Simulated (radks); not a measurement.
Species: Bi8+. Configuration: [Xe] 4f14 5d7.

Calculated with a radial shooting solver on a logarithmic mesh with Libxc functionals: scalar-relativistic Kohn-Sham, LDA (Slater exchange, VWN5 correlation), spin-polarised, spherical densities, finite nucleus; open shells are filled with parallel spins first (spin-orbit coupling, left out, can overturn this in heavy ions); Fermi nuclear charge, rms radius 5.5211 fm.

Energy parts (eV):
part                       energy
total                  -584923.12
kinetic                 662812.72
electron-nucleus      -1453040.39
Hartree                 215616.90
exchange-correlation    -10312.35

Orbitals (lengths in bohr, moments of r in powers of bohr; <r^-3> diverges for s and p1/2; r(max) is where P^2 peaks):
orbital  occ.  eigenvalue (eV)  <1/r>  <r^-3>       <r^4>    r(max)
1s up       1        -90667.15  103.1       -   3.337e-07  0.009671
1s down     1        -90667.14  103.1       -   3.337e-07  0.009671
2s up       1        -16392.20  24.24       -  0.00004790   0.05624
2s down     1        -16391.80  24.24       -  0.00004790   0.05624
2p up       3        -14051.84  21.22   31000  0.00004001   0.04692
2p down     3        -14051.50  21.22   31010  0.00004001   0.04692
3s up       1        -4046.976  8.981       -    0.001715    0.1586
3s down     1        -4046.760  8.981       -    0.001715    0.1586
3p up       3        -3377.989  8.107    7225    0.001922    0.1589
3p down     3        -3377.762  8.107    7225    0.001922    0.1589
3d up       5        -2703.330  7.603   871.3    0.001474    0.1294
3d down     5        -2703.017  7.603   871.3    0.001474    0.1294
4s up       1        -1019.295  3.878       -     0.03711    0.3559
4s down     1        -1018.884  3.878       -     0.03710    0.3560
4p up       3        -799.8181  3.481    1794     0.04993    0.3760
4p down     3        -799.4040  3.481    1794     0.04986    0.3760
4d up       5        -548.4207  3.133   192.0     0.06636    0.3814
4d down     5        -547.9369  3.134   192.0     0.06614    0.3814
5s up       1        -273.8765  1.668       -      0.8013    0.7671
5s down     1        -271.7344  1.673       -      0.7956    0.7656
4f up       7        -271.3168  2.751   39.56      0.1012    0.3411
4f down     7        -270.7345  2.754   39.64      0.1000    0.3411
5p up       3        -210.3731  1.449   365.9       1.313    0.8520
5p down     3        -207.9380  1.453   368.7       1.309    0.8500
5d up       5        -136.9930  1.172   30.24       2.922    0.9962
5d down     2        -134.4305  1.171   30.27       2.963    0.9946

The highest occupied level is 5d down at -134.43 eV. Summed over all electrons, <r^2> = 24.35 bohr^2, which gives a Langevin (diamagnetic) susceptibility term of -19.3 x 10^-6 cm^3/mol.
